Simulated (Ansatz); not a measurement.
Isolated molecules relaxed with PBE0-D4/def2-TZVP in Ansatz; ΔE leaves out vibrations. CBS: MP2 limit from def2 TZ/QZ plus the TZ coupled-cluster correction, frozen cores. One conformer a species, not always the lowest.

Reaction (isomerisation): `OCBO[SiH3]` → `C[SiH](O)BO`

```
         level  ΔE (kJ/mol)
MP2/def2-TZVPP        -77.0
  HF/CBS(def2)        -45.3
```

Problem. What does CCSD(T)/CBS give? (Best estimate.)

Solution. Computed: -75.9 kJ/mol. The listed levels differ from it by -1.1, 30.6 kJ/mol.

Largest T1 diagnostic among the species: 0.013.

From PBE to PBE0 (25 % exact exchange), in def2-TZVPP and without D4, ΔE moves by +4.1 kJ/mol. In def2-TZVPP, CCSD(T) changes the Hartree–Fock value by −27.0 kJ/mol (the triples alone add −3.2 kJ/mol) and MP2 by −30.3 kJ/mol.
